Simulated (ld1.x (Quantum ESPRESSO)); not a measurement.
# What the settings do to the TM semilocal potential of vanadium (V)

Base potential:

ld1.x (Quantum ESPRESSO) 7.5 input, shortened:

```
&input
   title='V', zed=23., rel=1, dft='PZ', iswitch=3,
   config='[Ar] 3d3 4s1 4p1'
 /
 &inputp
   pseudotype=1, tm=.true., lloc=1,
   nlcc=.true.
 /
3
4S  1  0   1.00   0.00  2.80  2.80  0.0
3D  3  2   3.00   0.00  1.40  1.40  0.0
4P  2  1   1.00   0.00  3.15  3.15  0.0
 &test
   configts(1)='3d3 4s1 4p1'
 /
```

All-electron outer shells of the reference configuration (LDA (PZ), scalar-relativistic, ld1.x):

| shell | level (eV) | outermost node (bohr) | outermost maximum (bohr) |
| --- | --- | --- | --- |
| 3s | -71.25 | 0.38 | 0.82 |
| 3p | -45.37 | 0.35 | 0.84 |
| 3d | -6.71 | – | 0.88 |
| 4s | -5.70 | 1.17 | 2.69 |
| 4p | -2.20 | 1.30 | 3.50 |

Cutoffs, loose and tight: the cutoffs (Ry, on a coarse ladder) from which the occupation-weighted sum of valence levels, in a spherical-Bessel basis at the reference potential, stays within 10 and 1 mRy of its value at 400 Ry. They do not see the model core or the augmentation charge, which bear on the density cutoff. Test errors are all-electron minus pseudo excitation energies from the reference, over the configurations 3d3 4s2 4p0; 3d3 4s1 4p0; 3d3 4s0 4p0; 3d3 4s1.5 4p0; 3d3.5 4s1.5 4p0; 3d2 4s2 4p1; 3d4 4s0 4p0 (two spin-polarised tests are not counted in the largest error). A dash means not determined; rows that change the core or the reference have their own tests.

A semilocal file is local in each channel, so a ghost entry of none says nothing of the separable form that plane-wave codes build from it.

The default core radius of the base comes out at 1.49 bohr.

| change | outcome | cutoff, loose | cutoff, tight | bound ghosts | largest test error (meV) |
| --- | --- | --- | --- | --- | --- |
| base | generated | 100 Ry | 110 Ry | none | -294 |
| core correction a·sin(br)/r model core inside 0.68 bohr | generated | 100 Ry | 110 Ry | none | -333 |
| core correction a·sin(br)/r model core inside 0.84 bohr | generated | 100 Ry | 110 Ry | none | -333 |
| core correction a·sin(br)/r model core inside 1.04 bohr | generated | 100 Ry | 110 Ry | none | -330 |
| core correction a·sin(br)/r model core inside 1.28 bohr | generated | 100 Ry | 110 Ry | none | -316 |
| core correction a·sin(br)/r model core inside 1.42 bohr | generated | 100 Ry | 110 Ry | none | -303 |
| core correction a·sin(br)/r model core inside 1.60 bohr | generated | 100 Ry | 110 Ry | none | -278 |

Question: What comes out with this change to the base: core correction none?

Answer: outcome: generated; cutoff, loose: 100 Ry; cutoff, tight: 110 Ry; bound ghosts: none; largest test error (meV): -163.
